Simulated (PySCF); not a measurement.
# P (phosphorus, neutral) across methods

[Ne] 3s2 3p2 4s1, high-spin 4P determinant (an excited configuration). All numbers are calculated (PySCF 2.14, the spin-free X2C one-electron Hamiltonian (Gaussian nucleus), in aug-cc-pVQZ-DK).

```json
{"method": "PBE", "E (hartree)": "-341.6817", "mean ε 3s β (eV)": "-16.613", "mean ε 3p α (eV)": "-9.784", "mean ε 4s α (eV)": "-1.885", "Σ⟨r²⟩ (bohr²)": "53.49", "⟨S²⟩": "3.753"}
{"method": "PBE0", "E (hartree)": "-341.7075", "mean ε 3s β (eV)": "-17.859", "mean ε 3p α (eV)": "-11.124", "mean ε 4s α (eV)": "-2.280", "Σ⟨r²⟩ (bohr²)": "53.74", "⟨S²⟩": "3.755"}
{"method": "UHF", "E (hartree)": "-341.28468", "mean ε 3s β (eV)": "-20.219", "mean ε 3p α (eV)": "-14.498", "mean ε 4s α (eV)": "-3.130", "Σ⟨r²⟩ (bohr²)": "54.62", "⟨S²⟩": "3.763"}
{"method": "TPSS", "E (hartree)": "-341.8528", "mean ε 3s β (eV)": "-16.627", "mean ε 3p α (eV)": "-10.018", "mean ε 4s α (eV)": "-1.832", "Σ⟨r²⟩ (bohr²)": "54.04", "⟨S²⟩": "3.755"}
{"method": "LDA", "E (hartree)": "-340.5540", "mean ε 3s β (eV)": "-16.796", "mean ε 3p α (eV)": "-9.720", "mean ε 4s α (eV)": "-1.943", "Σ⟨r²⟩ (bohr²)": "53.04", "⟨S²⟩": "3.751"}
{"method": "M06", "E (hartree)": "-341.8184", "mean ε 3s β (eV)": "-17.879", "mean ε 3p α (eV)": "-10.676", "mean ε 4s α (eV)": "-2.130", "Σ⟨r²⟩ (bohr²)": "53.84", "⟨S²⟩": "3.752"}
{"method": "M06-2X", "E (hartree)": "-341.8249", "mean ε 3s β (eV)": "-19.298", "mean ε 3p α (eV)": "-11.990", "mean ε 4s α (eV)": "-2.834", "Σ⟨r²⟩ (bohr²)": "54.22", "⟨S²⟩": "3.753"}
{"method": "wB97X", "E (hartree)": "-341.8199", "mean ε 3s β (eV)": "-20.457", "mean ε 3p α (eV)": "-13.458", "mean ε 4s α (eV)": "-3.217", "Σ⟨r²⟩ (bohr²)": "54.07", "⟨S²⟩": "3.754"}
```

Task: Estimate the same row for r2SCAN.

Result: E (hartree) = -341.8008; mean ε 3s β (eV) = -16.797; mean ε 3p α (eV) = -10.271; mean ε 4s α (eV) = -1.865; Σ⟨r²⟩ (bohr²) = 53.99; ⟨S²⟩ = 3.758.

The outer electron is Rydberg-like, and this basis confines it to a smaller radius and binds it less than a complete one would.
